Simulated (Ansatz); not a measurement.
Two members of one family (Series CrX3), computed with Ansatz in the gas phase. The two geometries come from different levels. HOMO and LUMO are taken over both spins. A negative affinity means that the extra electron isn't bound at that geometry and level; within about 0.2 eV of zero the sign isn't settled. Binding counts from free atoms in the multiplicity of their measured ground term, without zero-point energy. The spins of the ions were chosen, not always searched. Names give formal oxidation states. A dash marks a value that wasn't run or was left out as unsound. The structures are stationary points that may keep the symmetry of their start. Remarks come from the PBE and PBE0 runs and from stability tests at other levels; not every state was tested. A HOMO above zero means that the electron is unbound at that level and held by the basis, or that self-interaction error raises the level; the energy of removing that electron tells which.

First: CrF3 (quartet, charge 0, r2SCAN-D4/def2-TZVP geometry; reduced ion quintet).

| atom | x (Å) | y (Å) | z (Å) |
| --- | --- | --- | --- |
| Cr1 | -0.006 | 0.003 | -0.007 |
| F2 | 1.222 | 1.077 | -0.568 |
| F3 | -0.107 | -1.598 | -0.642 |
| F4 | -1.108 | 0.517 | 1.217 |

```json
{"level": "PBE-D4/def2-TZVPD", "HOMO (eV)": "-6.48", "LUMO (eV)": "-4.88", "gap (eV)": "1.60", "vertical EA (eV)": "0.80", "binding per atom (eV)": "3.92"}
{"level": "r2SCAN-D4/def2-TZVP", "HOMO (eV)": "-7.17", "LUMO (eV)": "-5.08", "gap (eV)": "2.10", "vertical EA (eV)": "–", "binding per atom (eV)": "3.68"}
{"level": "r2SCAN-D4/def2-TZVPD", "HOMO (eV)": "-7.13", "LUMO (eV)": "-5.05", "gap (eV)": "2.09", "vertical EA (eV)": "1.14", "binding per atom (eV)": "3.70"}
{"level": "PBE0-D4/def2-TZVP", "HOMO (eV)": "-9.26", "LUMO (eV)": "-3.84", "gap (eV)": "5.42", "vertical EA (eV)": "–", "binding per atom (eV)": "3.51"}
{"level": "PBE0-D4/def2-TZVPD", "HOMO (eV)": "-9.23", "LUMO (eV)": "-3.82", "gap (eV)": "5.42", "vertical EA (eV)": "1.34", "binding per atom (eV)": "3.53"}
```

Metal–donor distances: 3 × F 1.73 Å. Remarks: spin-contaminated (⟨S²⟩ up to 1.75) (doublet), HOMO above zero (-1 quintet).

Second: Cr(NH2)3 (quartet, charge 0, r2SCAN-D4/def2-SVP geometry; reduced ion quintet).

```xyz
10

Cr    0.000    0.000    0.000
N     1.822    0.115    0.176
H     2.445   -0.663    0.388
H     2.372    0.968    0.077
N    -0.784    0.291   -1.632
H    -1.393    1.075   -1.864
H    -0.680   -0.306   -2.452
N    -1.038   -0.405    1.456
H    -1.166    0.189    2.274
H    -1.578   -1.262    1.578
```

What does the change do? Estimate second minus first.


```csv
level,Δ HOMO (eV),Δ LUMO (eV),Δ gap (eV),Δ vertical EA (eV),Δ binding per atom (eV)
PBE-D4/def2-TZVPD,1.74,2.70,0.96,-1.24,-0.49
r2SCAN-D4/def2-TZVP,2.12,3.11,0.99,–,-0.42
r2SCAN-D4/def2-TZVPD,2.02,3.00,0.97,-1.62,-0.43
PBE0-D4/def2-TZVP,3.21,2.92,-0.28,–,-0.27
PBE0-D4/def2-TZVPD,3.10,2.77,-0.32,-1.81,-0.28
```

Metal–donor distances: 3 × N 1.83 Å. Remarks: spin-contaminated (⟨S²⟩ up to 1.76) (doublet), HOMO above zero (-1 quintet), lower spin may lie lower (-1 quintet).
